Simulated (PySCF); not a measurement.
Si(F)2(I)(OH) (F2HIOSi), SMILES O[Si](F)(F)I. Geometry optimised at PBE0-D3(BJ)/def2-SVP. The structure was generated by enumeration, and PubChem lists no compound with its InChIKey, so it may never have been made. The def2 effective core potentials stand for the cores of I; spin–orbit coupling is left out. One conformer was computed; it need not be the lowest.

Question: Give the equilibrium geometry at PBE0-D3(BJ)/def2-SVP (PySCF confirms it by a frequency run) as a Z-matrix, and its point group. (An estimate is asked for; the answer gives what the named calculation found.)

Answer: This is not unique; one that fits is point group Cs.
```
Si
F 1 1.6063
F 1 1.6063 2 105.18
O 1 1.6281 2 111.03 3 -120.17
H 4 0.9635 1 118.33 2 58.32
I 1 2.3909 2 110.31 3 118.95
```
Charge 0, spin multiplicity 1.
